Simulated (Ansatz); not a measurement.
`F[SiH2][CH](F)[SnH3]`, relaxed with RKS PBE0-D4/def2-TZVP in Ansatz 0.2.0 from a PBE-D4/def2-SVP geometry. The force threshold is 0.005 eV/Å; the program also tests the step.

Total charge 0; spin multiplicity 1. Sn takes the def2 core potential.

Start:

```xyz
11

F     0.456   -2.147   -0.494
Si   -0.153   -0.923   -1.416
C    -0.796    0.373   -0.191
F    -0.943    1.600   -0.863
Sn    0.610    0.641    1.502
H    -1.226   -1.499   -2.295
H     0.953   -0.328   -2.235
H    -1.778    0.083    0.247
H     2.222    0.647    0.885
H     0.244    2.177    2.201
H     0.412   -0.624    2.660
```

```tsv
step	energy (eV)	largest force (eV/Å)	largest move (Å)
1	-20271.6467	0.922	0.000
2	-20271.6928	0.578	0.077
3	-20271.7087	0.225	0.035
4	-20271.7113	0.032	0.018
5	-20271.7121	0.024	0.040
6	-20271.7126	0.023	0.027
7	-20271.7128	0.020	0.036
8	-20271.7129	0.012	0.011
9	-20271.7130	0.008	0.012
10	-20271.7130	0.009	0.006
11	-20271.7130	0.009	0.014
12	-20271.7130	0.007	0.008
13	-20271.7130	0.004	0.003
14	-20271.7131	0.007	0.006
15	-20271.7131	0.008	0.005
16	-20271.7131	0.006	0.002
17	-20271.7131	0.003	0.003
```

End:

```xyz
11

F     0.310   -2.210   -0.557
Si   -0.155   -0.931   -1.407
C    -0.766    0.333   -0.162
F    -0.977    1.546   -0.837
Sn    0.622    0.678    1.487
H    -1.207   -1.374   -2.354
H     1.016   -0.391   -2.135
H    -1.721    0.030    0.281
H     2.214    0.717    0.878
H     0.211    2.180    2.177
H     0.453   -0.577    2.628
```

Hardware: 2 threads of an AMD EPYC 7R13 on a shared host and a share of an NVIDIA H100 80 GB. Wall time 22 s, peak host memory 0.92 GiB.
